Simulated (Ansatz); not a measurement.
Coupled-cluster diagnostics for the cluster HfO₄H₄, Ansatz.

Geometry of the singlet (r2SCAN-D4/def2-SVP):

```xyz
9

Hf    0.3583    0.1221    0.0571
O    -1.5030    0.5746    1.3261
O    -0.0751   -1.7437   -0.2096
O    -1.3111    1.2945    0.0443
O     1.5011    0.8390   -1.3103
H    -2.2948    0.0377    1.1422
H    -0.0975   -2.6023   -0.6351
H     1.3943    0.2616    1.6005
H     2.0277    1.2165   -2.0153
```

In the def2 sets Hf takes a core potential; there is no spin–orbit coupling. Correlated methods freeze 4 core orbitals; core or outer-core shells of Hf are correlated, in sets that lack core-valence functions. The structure holds one bond between oxygen atoms, so isomers without such links may lie far lower. The structure comes from a short search, and lower isomers may exist.

(1) Estimate the CCSD(T) correlation energy, the shares of MP2 and (T), T1 and the reference's ⟨S²⟩ for: charge 0, singlet, own geometry in def2-TZVP; and the rough time on 4 threads of Arm Neoverse V2 on a shared host.

Answers

(1) 
```json
{"state": "charge 0, singlet, own geometry", "basis": "def2-TZVP", "correlation (eV)": "-35.509", "MP2 share (%)": "96.0", "(T) share (%)": "3.7", "T1": "0.016", "⟨S²⟩ (pure)": "0.00 (0.00)", "wall time": "74 s"}
```
Customary marks for T1 are 0.02 (closed shells), 0.045 (open shells) and about 0.05 (3d metals). T1 stays under 0.02 throughout.
